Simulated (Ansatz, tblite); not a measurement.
Spin states of Be3⁻ (the lowest doublet isomer of a short search), each relaxed with B3LYP/def2-TZVPD in Ansatz. Electronic energies in the gas phase.

The xTB rows come from tblite. B3LYP takes the VWN-RPA correlation. Correlated methods freeze no core orbitals. The structure comes from a short search, and lower isomers may exist.

Doublet geometry (D3h within 0.1 Å):

```xyz
3

Be   -0.999   -0.351    0.585
Be    0.644    0.938    0.409
Be    0.355   -0.588   -0.995
```

Quartet geometry (C2v within 0.1 Å):

```
atom    x (Å)    y (Å)    z (Å)
 Be1  -1.1094  -0.1513  -0.5224
 Be2   0.5727  -0.7927   0.7543
 Be3   0.5367   0.9441  -0.2319
```

⟨S²⟩: doublet 1.18 at PBE0/def2-TZVPD (pure 0.75), quartet 3.85 at PBE0/def2-TZVPD (pure 3.75).

Run but left out: HF/6-31G, HF/def2-TZVPD, r2SCAN/def2-TZVPD, PBE0/def2-TZVPD, BHLYP/def2-TZVPD, CAM-B3LYP/def2-TZVPD, LC-ωPBE/def2-TZVPD, MP2/def2-TZVPD (doublet: ⟨S²⟩ 1.16 to 2.26, where a pure state has 0.75); HF/def2-TZVPPD, MP2/def2-TZVPPD, CCSD/def2-TZVPPD, CCSD(T)/def2-TZVPPD (flagged by the program: large difference).

Only these spin states were relaxed.

| level | quartet − doublet (kJ/mol) | lowest of these | remarks |
| --- | --- | --- | --- |
| GFN1-xTB | 144.8 | doublet | – |
| GFN2-xTB | 425.5 | doublet | – |
| PBE/def2-TZVPD | 50.2 | doublet | HOMO above zero (doublet), HOMO above zero (quartet) |
| B3LYP/6-31G | 63.0 | doublet | HOMO above zero (doublet), HOMO above zero (quartet) |
| ωB97M-V/def2-TZVPD | 45.0 | doublet | – |
| RPA@PBE/def2-TZVPD | 74.8 | doublet | – |

The xTB methods have no term that favours high spin, so they put low spin too low.
